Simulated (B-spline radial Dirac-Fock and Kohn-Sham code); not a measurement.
## The Er-like isoelectronic sequence (68 electrons), Z = 68 to 79

The computed values come from a radial finite-basis atomic code: multi-electron Dirac-Fock with separately optimised hole states, Breit and Lamb-shift corrections added in first order. Binding energies in eV, tabulated ground configurations. The model has no electron correlation.

```
  ion  configuration       1s       2s   3p1/2  4p3/2  outermost level  NIST ionisation energy
   Er  [Xe] 4f12 6s2  57482.3   9757.6  2008.1  327.5        5.03 (6s)                  6.1077
  Tm⁺  [Xe] 4f13 6s1  59393.6  10128.9  2098.7  346.1       11.14 (6s)           12.065 ± 0.02
 Yb²⁺      [Xe] 4f14  61344.0  10510.0  2192.7  366.2    20.45 (4f7/2)          25.053 ± 0.025
 Lu³⁺      [Xe] 4f14  63346.2  10913.7  2303.4  400.3    41.29 (4f7/2)          45.249 ± 0.025
 Hf⁴⁺      [Xe] 4f14  65391.4  11329.4  2419.4  437.2    64.81 (4f7/2)            68.37 ± 0.04
 Ta⁵⁺      [Xe] 4f14  67479.3  11757.0  2540.5  476.8    90.76 (4f7/2)            94.01 ± 0.05
  W⁶⁺      [Xe] 4f14  69610.3  12196.6  2666.5  518.8    119.0 (4f7/2)           122.01 ± 0.06
 Re⁷⁺      [Xe] 4f14  71785.3  12648.2  2797.3  563.1    143.0 (5p3/2)             144.4 ± 0.4
 Os⁸⁺      [Xe] 4f14  74004.4  13112.0  2933.0  609.6    166.8 (5p3/2)             168.7 ± 0.5
 Ir⁹⁺      [Xe] 4f14        ?        ?       ?      ?                ?                       ?
Pt¹⁰⁺      [Xe] 4f14  78579.3  14076.9  3218.8  709.1    218.3 (5p3/2)             220.4 ± 0.9
Au¹¹⁺      [Xe] 4f14  80936.2  14578.4  3369.0  762.0    246.0 (5p3/2)                 248 ± 1
```

Q: Fill in the row of Ir⁹⁺.

A: 1s 76269.1, 2s 13588.2, 3p1/2 3073.5, 4p3/2 658.3, outermost 191.9 (5p3/2), NIST 194.8 ± 0.6 eV.

NIST's values are for the lowest levels; a dash marks a value that is missing or belongs to another shell. Their kind here: measured, semi-empirical.
